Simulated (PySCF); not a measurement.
Magnetic susceptibility: `CCC[P@@]1(=O)CC[C@H](C(F)(F)F)C1`, C8H14F3OP

Molfile (atoms numbered from 1):
```
C8H14F3OP
     RDKit          3D

 27 27  0  0  0  0  0  0  0  0999 V2000
    3.9320    0.9150    0.0881 C   0  0  0  0  0  0  0  0  0  0  0  0
    2.8022   -0.0771   -0.1568 C   0  0  0  0  0  0  0  0  0  0  0  0
    1.5025    0.6248   -0.5353 C   0  0  0  0  0  0  0  0  0  0  0  0
    0.2092   -0.6476   -0.8265 P   0  0  1  0  0  5  0  0  0  0  0  0
    0.5493   -1.6331   -1.8558 O   0  0  0  0  0  0  0  0  0  0  0  0
   -0.2701   -1.3338    0.8284 C   0  0  0  0  0  0  0  0  0  0  0  0
   -1.7758   -1.1091    0.9104 C   0  0  0  0  0  0  0  0  0  0  0  0
   -2.0503    0.2620    0.2822 C   0  0  2  0  0  0  0  0  0  0  0  0
   -3.5407    0.5377    0.1866 C   0  0  0  0  0  0  0  0  0  0  0  0
   -4.1294    0.5486    1.3946 F   0  0  0  0  0  0  0  0  0  0  0  0
   -4.1941   -0.3722   -0.5471 F   0  0  0  0  0  0  0  0  0  0  0  0
   -3.7985    1.7334   -0.3681 F   0  0  0  0  0  0  0  0  0  0  0  0
   -1.3865    0.2600   -1.0901 C   0  0  0  0  0  0  0  0  0  0  0  0
    4.8481    0.3904    0.3466 H   0  0  0  0  0  0  0  0  0  0  0  0
    3.6795    1.5882    0.9054 H   0  0  0  0  0  0  0  0  0  0  0  0
    4.1169    1.5115   -0.8024 H   0  0  0  0  0  0  0  0  0  0  0  0
    2.6405   -0.6784    0.7424 H   0  0  0  0  0  0  0  0  0  0  0  0
    3.0717   -0.7617   -0.9635 H   0  0  0  0  0  0  0  0  0  0  0  0
    1.1855    1.3198    0.2429 H   0  0  0  0  0  0  0  0  0  0  0  0
    1.6292    1.1781   -1.4694 H   0  0  0  0  0  0  0  0  0  0  0  0
   -0.0083   -2.3899    0.8744 H   0  0  0  0  0  0  0  0  0  0  0  0
    0.2450   -0.8071    1.6319 H   0  0  0  0  0  0  0  0  0  0  0  0
   -2.1410   -1.1542    1.9375 H   0  0  0  0  0  0  0  0  0  0  0  0
   -2.2941   -1.8709    0.3235 H   0  0  0  0  0  0  0  0  0  0  0  0
   -1.6272    1.0518    0.9119 H   0  0  0  0  0  0  0  0  0  0  0  0
   -1.2442    1.2626   -1.4920 H   0  0  0  0  0  0  0  0  0  0  0  0
   -1.9716   -0.3222   -1.8062 H   0  0  0  0  0  0  0  0  0  0  0  0
  1  2  1  0
  2  3  1  0
  4  3  1  1
  4  5  2  0
  4  6  1  0
  6  7  1  0
  7  8  1  0
  8  9  1  0
  9 10  1  0
  9 11  1  0
  9 12  1  0
  8 13  1  0
 13  4  1  0
  1 14  1  0
  1 15  1  0
  1 16  1  0
  2 17  1  0
  2 18  1  0
  3 19  1  0
  3 20  1  0
  6 21  1  0
  6 22  1  0
  7 23  1  0
  7 24  1  0
  8 25  1  1
 13 26  1  0
 13 27  1  0
M  END
```

Method: GIAO B3LYP/pcSseg-1 magnetisability, rotational g tensor and spin-rotation constants, non-relativistic, gas phase in PySCF 2.14.0. Geometry: GFN2-xTB.

What are the magnetisability and the molar susceptibility?

Isotropic -2088 × 10⁻³⁰ J/T², or -125.8 × 10⁻⁶ cm³/mol; principal values -2125, -2090, -2050 × 10⁻³⁰ J/T², anisotropy 65 × 10⁻³⁰ J/T² (root of half the summed squared differences of the principal values). The susceptibility is in cgs units.

Split it along the inertial axes a, b, c into diamagnetic and paramagnetic parts about the centre of mass, with the quadrupole moment.


```tsv
axis	χ (10⁻⁶ cm³/mol)	diamagnetic (10⁻⁶ cm³/mol)	paramagnetic (10⁻⁶ cm³/mol)	summed x² of all electrons (Å²)	quadrupole Θ (D Å)
a	-126.2	-986.4	860.2	772.4	-5.47
b	-126.9	-3711.5	3584.6	130.1	-4.26
c	-124.3	-3828.9	3704.6	102.4	+9.73
```
Anisotropies 2χaa − χbb − χcc = -1.2 and 2χbb − χaa − χcc = -3.3 × 10⁻⁶ cm³/mol. Θ is traceless in Buckingham's convention.

And the rotational g tensor?


```csv
axis,rotational constant (GHz),g,nuclear part,electronic part
a,1.4510,-0.0201,0.5663,-0.5864
b,0.3239,-0.0045,0.5410,-0.5455
c,0.3129,-0.0059,0.5386,-0.5445
```
Asymmetric top; isotopes 12C, 19F, 1H, 16O, 31P; no vibrational averaging.
